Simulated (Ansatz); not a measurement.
`[OH][SnH]([F])[Br]` + H–F → `[OH][SnH]([F])[F]` + HBr at 600 K and 1 bar (ligand exchange at the Sn–Br bond).

Calculated with Ansatz (gas phase, PBE0-D4/def2-TZVP geometries, no zero-point term in ΔE). CCSD(T)/CBS adds triple-zeta CCSD(T) − MP2 to the extrapolated MP2 energy (def2 sets, frozen cores). This one scheme is used for every species. Elements past krypton have def2 core potentials. For Br, Sn outer-core shells are correlated without core-valence functions, which leaves a few kJ/mol of doubt a bond. Scalar relativity is left out up to krypton. One conformer a species, not always the lowest.

```csv
species,CCSD(T)/CBS energy (Eh),H − E (kJ/mol),S (J/(mol·K))
`[OH][SnH]([F])[Br]`,-2963.61162,110.7,426.7
H–F,-100.39570,42.3,194.0
`[OH][SnH]([F])[F]`,-490.06891,111.7,402.8
HBr,-2573.91920,33.5,219.1
```

H − E and S are ideal-gas, rigid-rotor, harmonic terms from PBE0-D4/def2-TZVP, for one conformer and one mirror image of each species. 1 Eh = 2625.50 kJ/mol, R = 8.31446 J/(mol·K).

Q: By hand: ΔE, ΔH, ΔS and ΔG.

A: ΔE = (-490.06891) + (-2573.91920) − (-2963.61162) − (-100.39570) = 0.01921 Eh = 50.4 kJ/mol. Δ(H − E) = 111.7 + 33.5 − 110.7 − 42.3 = -7.8, so ΔH = 42.6 kJ/mol. ΔS = 402.8 + 219.1 − 426.7 − 194.0 = 1.2 J/(mol·K). ΔG = 42.6 − 600 × (1.2)/1000 = 41.9 kJ/mol.

Q: By hand: the equilibrium constant, and the temperature at which ΔG would vanish if ΔH and ΔS stayed fixed.

A: log₁₀ K = −ΔG/(RT ln 10) = -3.6. ΔG = 0 at ΔH/ΔS = 35500 K, far beyond where these terms or the molecules hold.

The number of gas molecules stays the same, so ΔS is small and ΔH decides. A doubt of 5 kJ/mol in ΔE shifts log₁₀ K by 0.4 here. Other conformers and mirror images would add mixing entropy, several J/(mol·K) or more a flexible species. These are equilibria of isolated gas molecules and say nothing of rates. Largest T1 diagnostic: 0.015 (customary marks: 0.02 for closed shells, 0.045 for open ones).
